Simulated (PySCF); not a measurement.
Gas-phase reaction: GeH4 + 4 CH3 = Ge(CH3)4 + 4 H

Energies from PySCF (xtb for GFN2), thermal terms from the rigid-rotor harmonic-oscillator model, ideal gas at 1 bar. † marks an energy on the PBE0/def2-TZVP geometry and frequencies; other levels use their own. Open shells (unrestricted): CH3 (multiplicity 2), H (multiplicity 2); the rest are closed-shell singlets. GFN2 has no spin-polarisation term. B3LYP is the form with VWN-RPA correlation. Ge: all electrons, no relativistic terms.

HF/def2-TZVP† gives ΔH°(298 K) = 204 kJ.

Q: What do B3LYP/def2-TZVP†, r2SCAN/def2-TZVP†, GFN2-xTB give?

A: B3LYP/def2-TZVP†: 176 kJ; r2SCAN/def2-TZVP†: 147 kJ; GFN2-xTB: 108 kJ. For scale, ΔH°(298 K) is 204 kJ at this level, 78 kJ at ωB97M-V/def2-TZVP†, and runs from -19 to 204 kJ over the 18 levels computed.
